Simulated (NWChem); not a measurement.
System meant: ZnNH2Br; SMILES [NH2][Zn][Br]

The following NWChem deck was run.

```
start job
memory heap 200 mb stack 900 mb global 1100 mb
geometry units angstroms noautoz
  Zn     0.165230    -0.791071    -0.001796
  Br    -0.141425     1.425167     0.004049
  N      0.560504    -2.565971    -0.006665
  H      0.303509    -3.079590    -0.846853
  H      0.223560    -3.104898     0.788315
end
basis spherical
  * library def2-svp
end
dft
  odft
  mult 2
  xc pbe0
  iterations 150
  mulliken
end
task dft energy
```

End of the output:

```
 Summary of "ao basis" -> "" (spherical)
 ------------------------------------------------------------------------------
       Tag                 Description            Shells   Functions and Types
 ---------------- ------------------------------  ------  ---------------------
 *                          def2-svp                  on all atoms

                                 NWChem DFT Module
                                 -----------------

 Summary of "ao basis" -> "ao basis" (spherical)
 ------------------------------------------------------------------------------
       Tag                 Description            Shells   Functions and Types
 ---------------- ------------------------------  ------  ---------------------
 Zn                         def2-svp                11       31   5s3p2d1f
 Br                         def2-svp                12       32   5s4p3d
 N                          def2-svp                 6       14   3s2p1d
 H                          def2-svp                 3        5   2s1p

 Summary of "ao basis" -> "ao basis" (spherical)
 ------------------------------------------------------------------------------
       Tag                 Description            Shells   Functions and Types
 ---------------- ------------------------------  ------  ---------------------
 Zn                         def2-svp                11       31   5s3p2d1f
 Br                         def2-svp                12       32   5s4p3d
 N                          def2-svp                 6       14   3s2p1d
 H                          def2-svp                 3        5   2s1p

  number of electrons :                   74
  multiplicity        :                    2
 ------------------------------------------------------------------------
  no. of electrons and multiplicity not compatible                  74
 ------------------------------------------------------------------------
 ------------------------------------------------------------------------
  current input line :
    20: task dft energy
 ------------------------------------------------------------------------
 ------------------------------------------------------------------------
 There is an error in the input file
 ------------------------------------------------------------------------
 For more information see the NWChem manual at https://nwchemgit.github.io

0: no. of electrons and multiplicity not compatible:Received an Error in Communication
```

Question: What is wrong, and how is it mended?

Answer: The input was rejected before any calculation. Cause: the multiplicity doesn't fit the number of electrons (an even count wants an odd multiplicity, and the reverse). This input runs:
```
start job
memory heap 200 mb stack 900 mb global 1100 mb
geometry units angstroms noautoz
  Zn     0.165230    -0.791071    -0.001796
  Br    -0.141425     1.425167     0.004049
  N      0.560504    -2.565971    -0.006665
  H      0.303509    -3.079590    -0.846853
  H      0.223560    -3.104898     0.788315
end
basis spherical
  Zn library def2-svp
  Br library def2-svp
  N library def2-svp
  H library def2-svp
end
dft
  xc pbe0
  iterations 150
  mulliken
end
task dft energy
```
It converges to -4408.34702 Ha (PBE0/def2-SVP).
